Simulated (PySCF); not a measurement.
Zn(I)(Me) (CH3IZn), SMILES [CH3][Zn][I]. The structure is a stationary point at PBE0-D3(BJ)/def2-SVP. The def2 effective core potentials stand for the cores of I; spin–orbit coupling is left out.

Computed with PBE0-D3(BJ)/def2-SVP in PySCF.

Harmonic wavenumbers (cm⁻¹): 100, 100, 236, 575, 689, 689, 1192, 1425, 1425, 3061, 3173, 3173. Rotational constants (GHz): 157.5, 1.140, 1.140; symmetry number 3.

### Question
Work out the zero-point energy and the ideal-gas rigid-rotor harmonic-oscillator thermochemistry at 298.15 K and 1 atm.

### Answer
ZPE = ½ Σ hcν = ½ × 15837 cm⁻¹ = 94.73 kJ/mol. H − E(el) = 110.99 kJ/mol. Entropy in J/(mol K): translation 175.27, rotation 94.91, vibration 41.67, total 311.85. G − E(el) = 18.01 kJ/mol. Cp = 70.39 J/(mol K). Modes under 150 cm⁻¹ make the vibrational entropy uncertain.
